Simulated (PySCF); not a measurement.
C6H15B, charge -1, doublet, geometry from GFN2-xTB (a state made from the parent by changing its charge; the spin is typed, not shown lowest) (in this run its highest filled SCF level lies above zero, so its values depend strongly on the basis, on diffuse functions most of all); B3LYP/6-31G* in PySCF.

PySCF was given this input:
```python
from pyscf import gto, scf, dft

mol = gto.Mole()
mol.atom = '''
    B    -0.199781   -0.261703   -0.081444
    C     0.987355    0.439794   -0.965433
    C     1.891906   -0.547391   -1.728562
    H     1.654347    1.049172   -0.334151
    H     0.574586    1.127098   -1.719802
    H     1.297747   -1.145029   -2.420808
    H     2.377066   -1.232119   -1.032686
    H     2.678311   -0.043437   -2.308481
    C    -1.719786    0.053635   -0.585278
    C    -2.198504    1.499230   -0.319077
    H    -2.453312   -0.610837   -0.102603
    H    -1.826985   -0.119859   -1.666512
    H    -1.536195    2.208516   -0.814528
    H    -2.172010    1.708068    0.749726
    H    -3.222057    1.685735   -0.676075
    C     0.010949   -0.190215    1.540641
    C     1.065438   -1.167370    2.082391
    H    -0.931885   -0.403434    2.064203
    H     0.320482    0.816577    1.884593
    H     2.031088   -0.968531    1.618472
    H     0.788510   -2.195800    1.846443
    H     1.195068   -1.093703    3.171340
'''
mol.basis = '6-31g*'
mol.charge = -1
mol.spin = 1
mol.verbose = 4
mol.build()

mf = dft.UKS(mol)
mf.xc = 'b3lyp'
mf.kernel()
```

Question: Write the output that PySCF gives for this input, abridged.

Answer: 
```
PySCF version 2.14.0

[INPUT] verbose = 4
[INPUT] num. atoms = 22
[INPUT] num. electrons = 57
[INPUT] charge = -1
[INPUT] spin (= nelec alpha-beta = 2S) = 1
[INPUT] symmetry False subgroup None
[INPUT] Mole.unit = angstrom
[INPUT] Symbol           X                Y                Z      unit          X                Y                Z       unit  Magmom
[...]
nuclear repulsion = 293.610165778581
number of shells = 72
number of NR pGTOs = 249
number of NR cGTOs = 128
basis = 6-31g*
ecp = {}

******** <class 'pyscf.dft.uks.UKS'> ********
method = UKS
initial guess = minao
damping factor = 0
level_shift factor = 0
DIIS = <class 'pyscf.scf.diis.CDIIS'>
diis_start_cycle = 1
diis_space = 8
diis_damp = 0
SCF conv_tol = 1e-09
SCF conv_tol_grad = None
SCF max_cycles = 50
direct_scf = True
direct_scf_tol = 1e-13
number electrons alpha = 29  beta = 28
XC library pyscf.dft.libxc version 7.1.2
    S. Lehtola, C. Steigemann, M. J. T. Oliveira, and M. A. L. Marques,  SoftwareX 7, 1–5 (2018)
XC functionals = b3lyp
    P. J. Stephens, F. J. Devlin, C. F. Chabalowski, and M. J. Frisch,  J. Phys. Chem. 98, 11623 (1994)
radial grids:
    Treutler-Ahlrichs [JCP 102, 346 (1995); DOI:10.1063/1.469408] (M4) radial grids

becke partition: Becke, JCP 88, 2547 (1988); DOI:10.1063/1.454033
pruning grids: <function nwchem_prune>
grids dens level: 3
symmetrized grids: False
atomic radii adjust function: <function treutler_atomic_radii_adjust>
small_rho_cutoff = 0
Set gradient conv threshold to 3.16228e-05
tot grids = 245880
init E= -262.554709389979

cycle= 1 E= -262.27099358069  delta_E= 0.284  |g|= 0.575  |ddm|=  2.8
cycle= 2 E= -262.129023324376  delta_E= 0.142  |g|= 0.76  |ddm|= 3.62
cycle= 3 E= -262.477743922272  delta_E= -0.349  |g|= 0.045  |ddm|= 2.81
cycle= 4 E= -262.478424892304  delta_E= -0.000681  |g|= 0.0302  |ddm|= 0.0803
cycle= 5 E= -262.478928970105  delta_E= -0.000504  |g|= 0.00427  |ddm|= 0.0763
cycle= 6 E= -262.478941869016  delta_E= -1.29e-05  |g|= 0.00109  |ddm|= 0.0159
cycle= 7 E= -262.478943002986  delta_E= -1.13e-06  |g|= 0.000742  |ddm|= 0.00641
cycle= 8 E= -262.478943344896  delta_E= -3.42e-07  |g|= 0.00017  |ddm|= 0.00215
cycle= 9 E= -262.478943364651  delta_E= -1.98e-08  |g|= 5.41e-05  |ddm|= 0.000403
cycle= 10 E= -262.478943367086  delta_E= -2.44e-09  |g|= 1.87e-05  |ddm|= 0.000197
cycle= 11 E= -262.478943367354  delta_E= -2.68e-10  |g|= 8.07e-06  |ddm|= 4.59e-05
Extra cycle  E= -262.47894336738  delta_E= -2.61e-11  |g|= 7.58e-06  |ddm|= 3.85e-05
converged SCF energy = -262.47894336738  <S^2> = 0.75251845  2S+1 = 2.0025169
```
